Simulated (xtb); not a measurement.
Bi(F)(Me)2 (C2H6BiF), SMILES [CH3][Bi]([F])[CH3]. All values are semi-empirical tight-binding results from xtb (GFN2-xTB unless named), good for trends rather than for accurate numbers. Geometry: GFN2-xTB.

For metal compounds this method's bond lengths and energies can be far off.

```
Property                                      Result
-------------------------------------  -------------
orbital gap                                  5.68 eV
zero-point energy                      45.9 kcal/mol
G − E(el) at 298.15 K (modified RRHO)  24.5 kcal/mol
```
